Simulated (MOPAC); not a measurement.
A run for MOPAC: PM3 on GeP+, 2S+1 = 3, a spin state set in the input, which need not be the lowest, a point of a bond scan (R = 2.442 Å). Charge +1.

```
PM3 1SCF PRECISE CHARGE=1 UHF MS=1 THREADS=1
GeP

P      0.00000000 1     0.00000000 1     0.00000000 1
Ge     0.00000000 1     0.00000000 1     2.44168400 1
```

It printed:

```
*******************************************************************************
 **                                                                           **
 **                              MOPAC v23.2.5                                **
 **                                                                           **
 *******************************************************************************
 ** MOPAC's Digital Object Identifier: https://doi.org/10.5281/zenodo.6511958 **
 **                                                                           **
 ** Please cite the open-source release paper for use of this MOPAC version:  **
 ** J. E. Moussa and J. J. P. Stewart (2026)                                  **
 ** MOPAC: An open-source semiempirical molecular orbital program             **
 ** J. Open Source Softw., 11(119), 8025, https://doi.org/10.21105/joss.08025 **
 *******************************************************************************

                              PM3 CALCULATION RESULTS

 *******************************************************************************
 *  PM3        - The PM3 Hamiltonian to be used
 *  UHF        - UNRESTRICTED HARTREE-FOCK CALCULATION
 *
 *
 *
 *                 CHARGE ON SYSTEM = +1
 *
 *
 *
 *  MS=        - IN MECI, MAGNETIC COMPONENT OF SPIN =  1.0
 *  PRECISE    - TIGHTER CRITERIA TO BE USED
 *  1SCF       - DO 1 SCF AND THEN STOP
 *  THREADS=1  - MULTI-THREADING NOT USED
 *  T=         - A TIME OF 172800.0 SECONDS REQUESTED
 *  DUMP=N     - RESTART FILE WRITTEN EVERY 7200.0 SECONDS REQUESTED
 *******************************************************************************
PM3 1SCF PRECISE CHARGE=1 UHF MS=1 THREADS=1
 GeP

   ATOM   CHEMICAL          X               Y               Z
  NUMBER   SYMBOL      (ANGSTROMS)     (ANGSTROMS)     (ANGSTROMS)

     1       P          0.00000000  *   0.00000000  *   0.00000000  *
     2      Ge          0.00000000  *   0.00000000  *   2.44168400  *



          CARTESIAN COORDINATES

    NO.       ATOM           X           Y           Z

     1         P          0.0000      0.0000      0.0000
     2        Ge          0.0000      0.0000      2.4417

  P: (PM3): J. J. P. STEWART, J. COMP. CHEM. 10, 209 (1989).
 Ge: (PM3): J. J. P. STEWART, J. COMP. CHEM. 12, 320-341 (1991).

           Empirical Formula: P Ge  =     2 atoms



      MOLECULAR POINT GROUP   :   C*v


          UHF CALCULATION, NO. OF ALPHA ELECTRONS =    5
                           NO. OF BETA  ELECTRONS =    3

 -------------------------------------------------------------------------------
 PM3 1SCF PRECISE CHARGE=1 UHF MS=1 THREADS=1
 GeP



     1SCF WAS SPECIFIED, SO BFGS WAS NOT USED
     SCF FIELD WAS ACHIEVED


                              PM3 CALCULATION
                                                       MOPAC v23.2.5 Linux




          FINAL HEAT OF FORMATION =        309.47444 KCAL/MOL =    1294.84104 KJ/MOL


          COSMO AREA              =        100.87 SQUARE ANGSTROMS
          COSMO VOLUME            =         88.97 CUBIC ANGSTROMS

          IONIZATION POTENTIAL    =         14.551611 EV
          ALPHA SOMO LUMO (EV)    =        -14.934 -8.439
          BETA  SOMO LUMO (EV)    =        -14.552 -8.899
          NO. OF ALPHA ELECTRONS  =          5
          NO. OF BETA  ELECTRONS  =          3
          MOLECULAR WEIGHT        =        103.5638         POINT GROUP:  C*v

          MOLECULAR DIMENSIONS (Angstroms)

            Atom       Atom       Distance
           Ge     2    P     1     2.44168
           Ge     2    P     1     0.00000
            P     1   Ge     2     0.00000


          SCF CALCULATIONS        =          1





   ATOM   CHEMICAL          X               Y               Z
  NUMBER   SYMBOL      (ANGSTROMS)     (ANGSTROMS)     (ANGSTROMS)

     1       P          0.00000000  *   0.00000000  *   0.00000000  *
     2      Ge          0.00000000  *   0.00000000  *   2.44168400  *

                             CARTESIAN COORDINATES

   1    P        0.000000000     0.000000000     0.000000000
   2   Ge        0.000000000     0.000000000     2.441684000


           Empirical Formula: P Ge  =     2 atoms



      MOLECULAR POINT GROUP   :   C*v


          ALPHA EIGENVALUES
 -24.86412 -15.56659 -15.35560 -15.31410 -14.93385  -8.43909  -7.89520  -6.17995


           BETA EIGENVALUES
 -25.91936 -15.46781 -14.55161  -8.89920  -6.90504  -6.55968  -6.44490  -3.58972


              NET ATOMIC CHARGES AND DIPOLE CONTRIBUTIONS

  ATOM NO.   TYPE          CHARGE      No. of ELECS.   s-Pop       p-Pop
    1          P           0.638082        4.3619     1.95491     2.40701
    2         Ge           0.361918        3.6381     0.66884     2.96924
 DIPOLE           X         Y         Z       TOTAL
 POINT-CHG.     0.000     0.000    -3.976     3.976
 HYBRID        -0.000    -0.000     0.134     0.134
 SUM           -0.000    -0.000    -3.842     3.842


          ATOMIC ORBITAL ELECTRON POPULATIONS

     Atom    s        px        py        pz
    1  P   1.95491   1.01244   0.05877   1.33580
    2 Ge   0.66884   0.98756   0.94123   1.04046


                    (SZ)    =    1.000000
                    (S**2)  =    2.864446


          ATOMIC ORBITAL SPIN POPULATIONS

    Atom   Total    s     px     py     pz
         Atomic
    1  P -0.8061  0.002 -0.928  0.059  0.062
    2 Ge  2.8061  0.396  0.928  0.941  0.540

 **********************
 *                    *
 * JOB ENDED NORMALLY *
 *                    *
 **********************




 == MOPAC DONE ==
```

The run finished. Its determinant has ⟨S²⟩ = 2.86, a mixture of spin states.

Cost: very roughly 0.03 core-seconds.
